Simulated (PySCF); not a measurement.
**Electron correlation in Ir (iridium, neutral)**

[Xe] 4f14 5d8 6s1, high-spin 4F determinant (an excited configuration). Computed with PySCF 2.14 in x2c-TZVPPall, with the spin-free X2C one-electron Hamiltonian (Gaussian nucleus). Frozen: [Kr] 4d10 4f14; 17 electrons correlated.

```csv
level,correlation energy (mhartree)
CCSD,-458.52
(T),-15.70
CCSD(T),-474.22
```

Diagnostics: T1 = 0.012, D1 = 0.0503, largest double amplitude 0.021.

Spin-orbit coupling, absent here, splits the open shell strongly.

Cost of the coupled-cluster step: of the order of 40 core-seconds, for 17 correlated electrons.

Iterations:

```
CC2 = 0
CCSD nocc = (np.int64(10), np.int64(7)), nmo = (67, 67)
frozen orbitals [[0, 1, 2, 3, 4, 5, 6, 7, 8, 9, 10, 11, 12, 13, 14, 15, 16, 17, 18, 19, 20, 21, 22, 24, 25, 26, 27, 28, 29, 30], [0, 1, 2, 3, 4, 5, 6, 7, 8, 9, 10, 11, 12, 13, 14, 15, 16, 17, 18, 19, 20, 21, 22, 24, 25, 26, 27, 28, 29, 30]]
max_cycle = 100
direct = 0
conv_tol = 1e-08
conv_tol_normt = 1e-06
diis_space = 8
diis_start_cycle = 0
Init t2, MP2 energy = -0.472384346423847
Init E_corr(UCCSD) = -0.472384346424112
cycle = 1  E_corr(UCCSD) = -0.447578899810259  dE = 0.0248054466  norm(t1,t2) = 0.0743863
cycle = 2  E_corr(UCCSD) = -0.458443879538545  dE = -0.0108649797  norm(t1,t2) = 0.0221805
cycle = 3  E_corr(UCCSD) = -0.45783601298199  dE = 0.000607866557  norm(t1,t2) = 0.0110057
cycle = 4  E_corr(UCCSD) = -0.458452899689254  dE = -0.000616886707  norm(t1,t2) = 0.00438572
cycle = 5  E_corr(UCCSD) = -0.45856776862715  dE = -0.000114868938  norm(t1,t2) = 0.000770631
cycle = 6  E_corr(UCCSD) = -0.458514945946306  dE = 5.28226808e-05  norm(t1,t2) = 0.000295714
cycle = 7  E_corr(UCCSD) = -0.458516550900535  dE = -1.60495423e-06  norm(t1,t2) = 8.536e-05
cycle = 8  E_corr(UCCSD) = -0.458521585387149  dE = -5.03448661e-06  norm(t1,t2) = 2.92212e-05
cycle = 9  E_corr(UCCSD) = -0.458520929767119  dE = 6.55620029e-07  norm(t1,t2) = 8.55012e-06
cycle = 10  E_corr(UCCSD) = -0.45852064277013  dE = 2.86996989e-07  norm(t1,t2) = 2.41448e-06
cycle = 11  E_corr(UCCSD) = -0.458520726164413  dE = -8.33942828e-08  norm(t1,t2) = 7.69609e-07
cycle = 12  E_corr(UCCSD) = -0.458520723762743  dE = 2.4016702e-09  norm(t1,t2) = 2.10042e-07
UCCSD converged
E(UCCSD) = -17824.40140039437  E_corr = -0.458520723762743
UCCSD(T) correction = -0.0156962505586397
```

This basis was not built for core-valence correlation, so the inner-shell part is incomplete.
